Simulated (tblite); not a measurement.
C4H2F5 (doublet state).
Atom-mapped SMILES: `[F:1][C@@H:2]1[CH:3][C@:4]1([F:5])[C:6]([F:7])([F:8])[F:9]` (hydrogens: H10 on C2; H11 on C3)

Method: GFN2-xTB as coded in tblite; computed harmonic values from a numerical Hessian at the method's own geometry, unscaled. This tight-binding method is rough: wavenumbers can miss measured ones by several per cent, in bad cases by 10 to 20. Open shells enter through the occupations alone, without spin polarisation, and single modes of such species can be off by tens of per cent.

Harmonic wavenumbers (cm⁻¹): 32.2, 108.0, 175.7, 233.3, 239.4, 320.1, 383.6, 400.8, 442.0, 494.1, 525.1, 593.8, 660.1, 704.0, 880.2, 911.2, 962.4, 1011.8, 1051.1, 1086.7, 1095.1, 1144.9, 1178.0, 1226.9, 1404.8, 2998.5, 3183.5.

A = 2296, B = 1503, C = 1238 MHz; mass 145.008 u (most abundant isotopes); point group C1, symmetry number 1; spin multiplicity 2.

Problem. What is the zero-point energy?

Solution. ½Σν̃ = 11724 cm⁻¹ = 140.25 kJ/mol.

Problem. What is S at 400 K and 1 bar for an ideal gas of classical rigid rotors and harmonic oscillators?

Solution. Translation 177.03, rotation 123.79, vibration 127.07, spin (R ln 2) 5.76: S = 433.7 J/(mol K).

Problem. And Cp and H(400 K) − H(0)?

Solution. Cp = 160.52 J/(mol K), of which vibrations give 127.26 (their classical limit is 27 R = 224.5); H(400 K) − H(0) = 39.86 kJ/mol without the zero-point energy, 26.56 from vibrations.

Problem. Which modes carry the vibrational entropy at 400 K?

Solution. 32.2 cm⁻¹: 26.24; 108.0 cm⁻¹: 16.23; 175.7 cm⁻¹: 12.27; 233.3 cm⁻¹: 10.01; 239.4 cm⁻¹: 9.81; 320.1 cm⁻¹: 7.59 J/(mol K); the other 21 give 44.92 together.

Problem. Blend soft modes into free rotors: weight 1/[1 + (100 cm⁻¹/ν̃)⁴] for the oscillator and the rest for a rotor with moment μB/(μ + B), μ = h/(8π²ν), B = 10⁻⁴⁴ kg m². What vibrational entropy results?

Solution. 117.23 J/(mol K) in place of 127.07, which changes −T·S at 400 K by +3.93 kJ/mol.

Problem. How do the functions run with temperature in this model?

Solution. 
| T (K) | S (J/(mol K)) | Cp (J/(mol K)) | H − H(0) (kJ/mol) | G − H(0) (kJ/mol) | ln q(vib) |
| --- | --- | --- | --- | --- | --- |
| 100 | 286.8 | 65.2 | 4.80 | -23.89 | 1.40 |
| 200 | 343.6 | 102.1 | 13.19 | -55.52 | 3.29 |
| 300 | 391.2 | 134.4 | 25.06 | -92.31 | 5.29 |
| 500 | 471.7 | 180.1 | 56.94 | -178.90 | 9.27 |
| 800 | 564.6 | 213.3 | 116.64 | -335.04 | 14.72 |
| 1000 | 613.5 | 224.8 | 160.54 | -452.99 | 17.94 |

q(vib) and H(0) count from the zero-point level.

Problem. What must be added to the electronic energy to get the Gibbs energy at 400 K and 1 bar?

Solution. ZPE + [H(400 K) − H(0)] − T·S = 140.25 + 39.86 − 173.46 = 6.65 kJ/mol.

Hindered rotation and anharmonicity are outside this model. The structure is chiral; the term R ln 2 for an equal mix with its mirror image is left out.

The values belong to the conformer `[F:1][C@@H:2]1[CH:3][C@:4]1([F:5])[C:6]([F:7])([F:8])[F:9]`: C3–C4–C6–F7 -22°.
